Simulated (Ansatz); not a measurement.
Consider the atomization: `[CH3][GeH]([SiH3])[Cl]` → C• + Cl• + Ge• + 7 H• + Si•.

Computed with Ansatz on PBE0-D4/def2-TZVP structures; ΔE is electronic, products minus reactants. CCSD(T)/CBS adds triple-zeta CCSD(T) − MP2 to the extrapolated MP2 energy (def2 sets, frozen cores). This one scheme is used for every species, atoms too. Functionals use def2-TZVPP. Open shells (•) are unrestricted, without spin–orbit coupling. Spin–orbit coupling would lower the free atoms: a little for C, Cl, Si; clearly for Ge. Bonds to Ge are less sure, by a few kJ/mol each and by 10 to 20 or more in all where they break to atoms, as the def2 sets lack core-valence functions. Scalar relativity is left out up to krypton.

| level | ΔE (eV) |
| --- | --- |
| PBE-D4 | 35.71 |
| ωB97X-V | 36.02 |
| B2PLYP | 35.24 |
| PBE0 | 35.35 |
| LC-ωPBE | 35.34 |
| HF/def2-TZVPP | 27.14 |
| HF/def2-QZVPP | 27.16 |
| CCSD/CBS(def2) | 35.50 |

(1) What does CCSD(T)/CBS give? (Estimate.)

Largest T1 diagnostic among the species: 0.012.

## Answers

(1) The calculation gave: +35.88 eV. The listed levels differ from it by -0.17, 0.14, -0.64, -0.53, -0.54, -8.74, -8.72, -0.38 eV.

The D4 term adds +0.42 eV with B3LYP and +0.22 eV with PBE0; it sums over pairs of atoms, weighted by their polarisabilities, and B3LYP, whose exchange is more repulsive, gets the larger term. From r2SCAN to r2SCAN0 (25 % exact exchange), in def2-TZVPP and without D4, ΔE moves by −0.27 eV: exact exchange takes away binding that semilocal exchange gives to molecules. In def2-TZVPP, CCSD(T) changes the Hartree–Fock value by +7.99 eV (the triples alone add +0.39 eV) and MP2 by +7.94 eV; breaking electron pairs costs correlation energy, which Hartree–Fock lacks.

B3LYP here is the variant with VWN-RPA as its local correlation; programs differ in this.

For atomizations the MP2-based limit and the directly extrapolated one differ by several kJ/mol either way, and by 10 to 25 for some Ge, Se and Sn compounds, so smaller differences from it don't rank the levels.
